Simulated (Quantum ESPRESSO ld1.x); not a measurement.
Ni I, 28 electrons, occupied as [Ar] 3d9 7s1 (not the ground configuration).

Method: non-relativistic Kohn-Sham, PBEsol, spin-unpolarised, spherical densities, point nucleus; computed with ld1.x of Quantum ESPRESSO 7.5.

Energy parts (Ry):
part                     energy
total                 -3013.064
kinetic                3010.562
electron-nucleus      -7190.592
Hartree                1289.941
exchange-correlation   -122.975

Orbitals (lengths in bohr, moments of r in powers of bohr; <r^-3> diverges for s and p1/2):
orbital  occ.  eigenvalue (Ry)  <r^-3>    <1/r>     <r^2>      <r>
1s          2        -596.5322       -    27.50  0.004035  0.05487
2s          2         -70.7629       -    5.945   0.07278   0.2485
2p          6         -61.8100   597.4    5.907   0.05758   0.2167
3s          2          -8.0473       -    1.875    0.6587   0.7546
3p          6          -5.3245   74.39    1.744    0.7396   0.7903
3d          9          -0.8635   6.506    1.313     1.564    1.066
7s          1          -0.0382       -  0.04981     824.5    27.28

The highest occupied level is 7s at -0.520 eV. Virial ratio -V/T = 2.00083. Summed over all electrons, <r^2> = 844.8 bohr^2, which gives a Langevin (diamagnetic) susceptibility term of -669 x 10^-6 cm^3/mol.
